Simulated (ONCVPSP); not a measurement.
# Building the ONCV potential for N (PBE, non-relativistic).

ONCVPSP 4.0.1 input, shortened (lines: element, Z, core and valence counts, functional; n l f; lmax; l rc ep ncon nbas qcut; lloc lpopt rc5 dvloc0; l nproj debl; icmod fcfact rcfact), PBE, non-relativistic:

```
  N 7.00    1    2        4      upf
    1    0    2.00
    2    0    2.00
    2    1    3.00
    2
    0    1.05    0.00    4    8    4.80
    1    2.00    0.00    4    7    6.10
    2    2.10    0.41    5    9    4.30
    4    3    0.75    6.00
    0    2    3.20
    1    3    3.90
    2    1    0.80
    0    0.00    0.00
```

All-electron outer shells of the reference configuration (PBE, non-relativistic, ld1.x):

```
shell  level (eV)  outermost node (bohr)  outermost maximum (bohr)
   1s     -384.48                      –                      0.15
   2s      -18.56                   0.32                      1.02
   2p       -7.10                      –                      0.98
```

Q: Estimate the cutoffs (Ha) at which the residual kinetic energy of the hardest occupied pseudo-wave falls to 1 and 0.1 mHa per electron.

A: 125 Ha and 158 Ha.

Q: Does the potential have ghost states?

A: No bound ghost flagged; no localised positive-energy state flagged.

Q: Which valence shell sets the plane-wave cutoff?

A: 2s: 125 Ha for 1 mHa per electron, against 15 Ha for 2p.

Q: Tests: 2s2 2p2; 2s2 2p1; 2s2 2p0; 2s1 2p3. Which has the largest error in its energy relative to the reference configuration, and how large is it?

A: 2s2 2p0, with +2060 meV (all-electron minus pseudo) on +89.54 eV.
